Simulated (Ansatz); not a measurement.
**Which level was it?**

SiF4: 5 atoms, total charge 0, spin state singlet. SMILES: `F[Si](F)(F)F`. Geometry: relaxed at PBE0-D4/def2-TZVP.

```xyz
5

F     0.1432   -0.7919    1.3385
Si    0.0000    0.0000    0.0000
F    -1.0471    1.1444    0.1817
F    -0.4772   -0.9678   -1.1290
F     1.3811    0.6153   -0.3912
```

A calculation with Ansatz 0.2.0 gave:

| Quantity | Value |
| --- | --- |
| total energy | -689.0650 Eh |
| HOMO energy | -11.35 eV |
| LUMO energy | -0.72 eV |
| HOMO–LUMO gap | 10.63 eV |

Task: Which of these levels gave the numbers?
A. r2SCAN/6-311+G**
B. SVWN5/6-311+G**
C. BLYP/6-311+G**
D. PBE0/6-311+G**

Result: A. The others give -685.5936 Eh (SVWN5/6-311+G**), -688.7443 Eh (PBE0/6-311+G**), -689.2255 Eh (BLYP/6-311+G**).
